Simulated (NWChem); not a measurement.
System: C3H4O2S; SMILES C(#C)S(=O)(C)=O

Input file for NWChem:

```
start job
memory heap 200 mb stack 900 mb global 1100 mb
geometry units angstroms noautosym nocenter noautoz
  C      0.018998     2.557764     0.000000
  C     -0.024536     1.350102     0.000000
  S     -0.162493    -0.386855     0.000000
  C      1.569180    -0.883521     0.000000
  O     -0.761760    -0.785516    -1.274580
  O     -0.761760    -0.785516     1.274580
  H      0.058692     3.624998     0.000000
  H      2.051487    -0.502985     0.902444
  H      1.569883    -1.976988     0.000000
  H      2.051487    -0.502985    -0.902444
end
basis spherical
  C library def2-svpd
  S library def2-svpd
  O library def2-svpd
  H library def2-svpd
end
dft
  xc pbe0
  iterations 150
end
property
  response 1 0.0
end
task dft property
```

Coordinates come from a B3LYP/6-31G* (spherical d) optimisation.

Static field.

Problem. What results follow from this input? (PBE0/def2-SVPD.) Quantities: basis functions; isotropic polarisability (bohr³); anisotropy (bohr³).

Solution. 
```json
{
 "number_of_basis_functions": "165",
 "isotropic polarisability (bohr³)": "62.0",
 "anisotropy (bohr³)": "24.7"
}
```
